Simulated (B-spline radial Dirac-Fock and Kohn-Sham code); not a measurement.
Dipole and non-dipole photoemission parameters of Cr 2s

System: neutral chromium in the configuration [Ar] 3d5 4s1; threshold 696.0 eV (tabulated edge). Method: Dirac-Hartree-Slater photoionisation with a Latter tail; cross sections with all multipoles, angular parameters from the dipole term and its interference with E2. Computed with a B-spline atomic structure program.

Input of the calculation (task.json; shells as n, l, electrons):

```json
{"items": [{
  "Z": 24,
  "q": 0,
  "cfg": [[1, 0, 2], [2, 0, 2], [2, 1, 6], [3, 0, 2], [3, 1, 6], [3, 2, 5], [4, 0, 1]],
  "A": 52,
  "rrms": 3.6452,
  "do": "xps",
  "hv": [53.4, 60, 77.4, 103.0, 131.0, 162.0, 200, 207.0, 258.0, 308.0, 324.0, 346.0, 400, 600, 694.0, 741.0, 887.0, 1000, 1070.0, 1190.0, 1240.0, 1253.6, 1490.0, 2300.0, 2510.0, 2650.0, 2790.0, 3620.0, 4000, 15000],
  "edges": {"K": 5989.0, "L1": 696.0, "L2": 583.8, "L3": 574.1, "M1": 74.1}
}]}
```

Run with: `python xray2_run.py task.json out`

```tsv
hν (eV)	σ (kb)	β	γ
741	163	1.999	0.702
887	128	2.000	0.243
1000	106	2.000	0.084
1070	95.6	2.000	0.026
1190	?	?	?
1240	74.8	2.000	-0.043
1253.6	73.5	2.000	-0.046
1490	54.0	2.000	-0.053
2300	23.4	2.000	0.117
2510	19.6	2.000	0.173
2650	17.5	2.000	0.212
2790	15.7	2.000	0.250
3620	8.89	2.000	0.469
4000	7.11	2.000	0.562
15000	0.266	1.999	2.282
```

Task: Give the values at 1190 eV.

Result: σ = 80.2 kb, β = 2.000, γ = -0.030. For an s subshell δ is negligible.
